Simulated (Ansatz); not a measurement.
One change: `F[SiH](S)S` becomes `OC[SiH](F)S`.

Ansatz, PBE0-D4/def2-TZVP geometries, multiplicity 1. Each molecule was computed in one conformer, which needn't be the lowest.

| property | `F[SiH](S)S` |
| --- | --- |
| LUMO energy (PBE0/def2-TZVPP) / eV | -0.22 |
| HOMO–LUMO gap (B3LYP/def2-TZVPP) / eV | 7.17 |
| size of the dipole moment (PBE/def2-TZVPP) / D | 1.23 |
| LUMO energy (PBE/def2-TZVPP) / eV | -1.14 |
| HOMO energy (B3LYP/def2-TZVPP) / eV | -7.66 |
| LUMO energy (ωB97M-V/def2-TZVPP) / eV | 1.66 |

(1) What does the change do to each property? (Estimate.)

Results:

(1) Computed: 
```csv
property,`OC[SiH](F)S`,shift
LUMO energy (PBE0/def2-TZVPP) / eV,0.07,0.29
HOMO–LUMO gap (B3LYP/def2-TZVPP) / eV,7.23,0.06
size of the dipole moment (PBE/def2-TZVPP) / D,1.49,0.26
LUMO energy (PBE/def2-TZVPP) / eV,-0.84,0.30
HOMO energy (B3LYP/def2-TZVPP) / eV,-7.45,0.21
LUMO energy (ωB97M-V/def2-TZVPP) / eV,1.77,0.11
```

With PBE0 the HOMO rises by 0.24 eV and the LUMO rises by 0.29 eV, so the gap widens by about 0.05 eV. PBE moves the HOMO by 0.37 eV and ωB97M-V by 0.18 eV. Dipoles are sizes alone; their direction can turn.

B3LYP here is the variant with VWN-RPA as its local correlation; programs differ in this.
